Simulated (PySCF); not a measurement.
H2O3Ti, multiplicity 1. Atoms are numbered in the order given.

```xyz
6

Ti    -0.1078    -0.0440     0.0000
O      0.0951    -1.6247     0.0000
O      0.0681     0.8141    -1.5871
H      0.2612     0.4702    -2.4638
O      0.0681     0.8141     1.5871
H      0.2612     0.4702     2.4638
```

Geometry: PBE0-D3(BJ)/def2-SVP. The spin state was assumed, not searched. Other conformers were not sampled.

Calculation: HF/def2-TZVPD (PySCF).

Gas-phase values at a fixed geometry.

- total energy = -1074.37823 hartree
- point group = Cs
- highest occupied level = -13.11 eV
- lowest empty level = 0.25 eV
- orbital gap = 13.35 eV
- dipole moment = 1.47 D
- quadrupole, principal values (traceless, Buckingham form, about the centre of nuclear charge) = -16.44, 6.77, 9.67 D·Å
- mean static polarisability = 36.9 bohr³ (5.46 Å³)
- polarisability, principal values = 27.8, 41.2, 41.6 bohr³
